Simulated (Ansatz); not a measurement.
Ge(GeH3)2H2 (Ge₃H₈), relaxed as a singlet with RKS r2SCAN-D4/def2-SVP in Ansatz, starting from the GFN2-xTB geometry. Force threshold 0.02 eV/Å.

Start:

```
atom    x (Å)    y (Å)    z (Å)
 Ge1  -0.9007   0.0747  -0.0802
 Ge2   0.4387   1.8950   0.6691
  H3   1.1264   1.6285   1.9750
  H4  -0.3329   3.1641   0.8776
  H5   1.5412   2.2498  -0.2835
 Ge6   0.2371  -1.9486  -0.6081
  H7   0.9242  -2.5707   0.5715
  H8   1.3161  -1.7732  -1.6355
  H9  -0.6572  -3.0204  -1.1569
 H10  -1.7181   0.5134  -1.2745
 H11  -1.9748  -0.2126   0.9455
```

| step | energy (eV) | largest force component (eV/Å) | SCF passes |
| --- | --- | --- | --- |
| 1 | -169663.3003 | 0.751 | 13 |
| 2 | -169663.4594 | 0.188 | 17 |
| 3 | -169663.4739 | 0.042 | 17 |
| 4 | -169663.4775 | 0.018 | 17 |
| 5 | -169663.4787 | 0.015 | 17 |
| 6 | -169663.4792 | 0.014 | 17 |

Force components are those of the run's own axes.

End:

Cartesian coordinates in Å:
```
Ge -0.990 0.085 -0.102
Ge 0.465 1.856 0.665
H 1.161 1.440 1.972
H -0.327 3.148 0.920
H 1.547 2.143 -0.389
Ge 0.268 -1.920 -0.588
H 0.970 -2.426 0.683
H 1.341 -1.624 -1.648
H -0.651 -3.032 -1.118
H -1.733 0.545 -1.370
H -2.050 -0.216 0.974
```

By distances, no bond broke or formed. The bond that changes most is Ge2–H3, from 1.50 to 1.54 Å (atoms count from 1).

The force fell under the threshold at step 4, but the optimiser went on. No frequencies were taken in this run, so the end may be a saddle point.

Run time 14 s (4 threads of Arm Neoverse V1 on a shared host).
